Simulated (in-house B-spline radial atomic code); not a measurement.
Hg. Computed with a B-spline radial atomic code. Model: non-relativistic spherical atom: semilocal Troullier-Martins pseudo-atom, one channel per l, against all electrons, high spin, G0W0 and RPA with empty states to l = 8, local potential for every l without a channel, a model core (radius 0 = none) keeps its share of the functional.

The core holds an angular momentum without a channel of its own, so the local potential lets valence electrons into it.

Without relativity these are model numbers for so heavy an element.

What the tables leave out is listed at the end.

The pseudopotential gives back the lowest level of each angular momentum of its own functional in the configuration it was made in; a second state of the same l is only approximately right. Exact exchange, RPA and GW see the smooth pseudo-orbitals and miss the exchange with the core, for which the functional's share stands in. The column with an uncorrelated core keeps all orbitals and exact exchange, and so separates missing core correlation from pseudisation. Only the three outermost levels and the lowest empty one were computed. RPA here is direct RPA, with no exchange kernel, and its energies carry an (l + 1/2)⁻⁴ tail. A hybrid on a potential with a model core restores only its own semilocal share of the core's exchange.

Command:
```bash
python run_psgw.py task.json out
```
Settings (lengths in bohr, energies in hartree):
```
Z                      80
electrons              80
configuration          [Xe] 4f14 5d10 6s2
generated_in           [Xe] 4f14 5d10 6s2
functional             pbe,pbe
core_shells            13
radius_factor          1.3
core_correction        False
ion_configuration      [Xe] 4f14 5d10 6s1
```

Time taken, with all properties: 90 s on 1 thread of Arm Neoverse N1 (shared host).

Given: made with PBE; model core radius 0 bohr; local radius 3.312 bohr; mean-field start PBE.

Valence shells of the generating configuration: 6s.

Channel: s 3.296, p 3.4 (radii in bohr).

Computed: largest level miss in the spin-unpolarised generating configuration 0 eV; all-electron RPA polarisability, core included 46.723 bohr³; pseudo-atom RPA polarisability 45.989 bohr³; ionisation by mean-field all-electron 8.4685 eV; ionisation by mean-field pseudo minus all -0.376 eV; ionisation by RPA all-electron 8.7977 eV; ionisation by RPA pseudo minus all -0.213 eV.

| level | occupied | mean-field all-electron (eV) | mean-field pseudo minus all (eV) | G0W0 all-electron (eV) | G0W0 uncorrelated core minus all (eV) | G0W0 pseudo minus all (eV) | exchange self-energy all-electron (eV) | exchange self-energy pseudo (eV) |
| --- | --- | --- | --- | --- | --- | --- | --- | --- |
| 6s | 1 | -5.2934 | 0 | -8.4968 | 0.761 | 0.302 | -11.23 | -7.9326 |

(1) What is the valence RPA correlation energy all-electron orbitals?

(2) What is the valence RPA correlation energy pseudo?

Given: mean-field start PBE0.

Computed: valence RPA correlation energy all-electron orbitals -0.052339 hartree; valence RPA correlation energy pseudo -0.059439 hartree; all-electron RPA polarisability, core included 41.943 bohr³; pseudo-atom RPA polarisability 39.924 bohr³; ionisation by mean-field pseudo minus all -0.098 eV; ionisation by RPA all-electron 8.6266 eV.

| level | occupied | mean-field all-electron (eV) | mean-field pseudo minus all (eV) | G0W0 all-electron (eV) | G0W0 uncorrelated core minus all (eV) | G0W0 pseudo minus all (eV) | exchange self-energy all-electron (eV) | exchange self-energy pseudo (eV) |
| --- | --- | --- | --- | --- | --- | --- | --- | --- |
| 6s | 1 | -5.9374 | -0.079 | -8.5293 | 0.778 | 0.244 | -11.02 | -7.9343 |

(3) What is the ionisation by RPA pseudo minus all?

(4) What is the ionisation by mean-field all-electron?

Given: mean-field start Hartree-Fock.

Computed: valence RPA correlation energy all-electron orbitals -0.03673 hartree; pseudo-atom RPA polarisability 30.929 bohr³; ionisation by mean-field all-electron 6.8138 eV; ionisation by mean-field pseudo minus all 0.482 eV; ionisation by RPA all-electron 8.2052 eV; ionisation by RPA pseudo minus all -0.106 eV.

| level | occupied | mean-field all-electron (eV) | mean-field pseudo minus all (eV) | G0W0 all-electron (eV) | G0W0 uncorrelated core minus all (eV) | G0W0 pseudo minus all (eV) | exchange self-energy all-electron (eV) | exchange self-energy pseudo (eV) |
| --- | --- | --- | --- | --- | --- | --- | --- | --- |
| 6s | 1 | -7.1034 | -0.438 | -8.4113 | 0.69 | 0.151 | -10.063 | -7.829 |

(5) What is the all-electron RPA polarisability, core included?

(6) What is the valence RPA correlation energy pseudo?

## Answers

(1) -0.060856 hartree.

(2) -0.069114 hartree.

(3) -0.213 eV.

(4) 8.2005 eV.

(5) 37.402 bohr³.

(6) -0.042037 hartree.

Among the listed levels the largest G0W0 shift of the pseudo-atom is +0.30 eV, for 6s on the PBE start, while leaving the core uncorrelated moves that level by +0.76 eV. The rest, -0.46 eV, comes from pseudisation and the lost core exchange. Not in the tables (levels of low weight, unsolved or above zero; the highest and the empty levels are kept at any weight): on PBE the G0W0 levels 6p (pseudo minus all -0.08 eV, weights 0.88 and 0.90); on PBE0 the G0W0 levels 6p (pseudo minus all -0.02 eV, weights 0.92 and 0.93).
